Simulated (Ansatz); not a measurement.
Harmonic frequencies (cm⁻¹) at PBE0-D4/def2-TZVP from Ansatz: 618.

**Question.** Which molecule is it?
A. `[P]#[Sb]`
B. `FC(F)(Cl)C(Cl)(Cl)Cl`
C. `Cl[Se]Cl`
D. `[F][Ga]`

**Answer.** D.
